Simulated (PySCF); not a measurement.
Ionisation energy of Lu³²⁺ by level of theory

Lu³²⁺ [Kr] 4d3 (4F) → Lu³³⁺ [Kr] 4d2 (3F), as a difference of total energies. Computed with PySCF 2.14 in an even-tempered Gaussian basis (19 s from 2.6 bohr⁻², ratio 2.5; 14 p from 3.4 bohr⁻², ratio 2.5; 9 d from 3.4 bohr⁻², ratio 2.5; 4 f from 15 bohr⁻², ratio 2.7; 3 g from 23 bohr⁻², ratio 2.7), with scalar relativity by spin-free X2C-1e. Correlated levels: outer shells: [Ar] 3d10 frozen; virtual orbitals above 40 to 60 times the deepest correlated orbital energy dropped. The calculations carry no spin-orbit coupling.

```csv
method,ionisation energy (eV)
UHF,1287.2
LDA,1288.6
PBE,1288.6
PBE0,1288.7
r2SCAN,1289.2
MP2 (outer shells),1287.5
SCS-MP2 (outer shells),1287.3
```

Spin-orbit coupling is strong in these open shells (close to jj coupling). The scalar numbers leave it out and a first-order estimate fails, so it can dominate the gap to the real levels.

Breit and QED terms and the two-electron picture change are absent.

For comparison: 1292 ± 4 eV (theoretical estimate listed by NIST; NIST Atomic Spectra Database, ionization energies).
